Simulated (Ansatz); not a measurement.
C₂H₇GaSi, SMILES `[SiH3]/C=[CH]\[GaH2]` from Hartree–Fock to CCSD(T)

```xyz
11

Si   -0.186   -0.732   -1.308
C     1.058    0.461   -0.644
C     0.848    0.884    0.611
Ga   -0.732    0.211    1.603
H    -1.155   -0.901   -0.146
H     0.328   -2.089   -1.626
H    -0.992   -0.248   -2.459
H     1.912    0.805   -1.226
H     1.557    1.590    1.047
H    -0.576   -1.028    2.555
H    -2.062    1.047    1.594
```

Charge 0, multiplicity 1. Correlated methods include outer-core shells of Ga, which these sets cover unevenly. Scalar relativity is left out up to krypton. The geometry is a stationary point of PBE0-D4/def2-TZVP. Frozen core, restricted reference, the Gaussian-basis code of Ansatz.

```csv
basis,HF (Eh),MP2 corr.
def2-SVP,-2291.54221,-0.58678
def2-TZVPP,-2291.98158,-0.68780
def2-QZVPP,-2292.03465,-0.96463
```

Problem. Estimate the CCSD correlation energy and the (T) correction in each basis where they were run (hartree).

Solution. 
```json
{"basis": "def2-SVP", "CCSD corr.": "-0.62971", "(T)": "-0.02239"}
{"basis": "def2-TZVPP", "CCSD corr.": "-0.72948", "(T)": "-0.03156"}
```
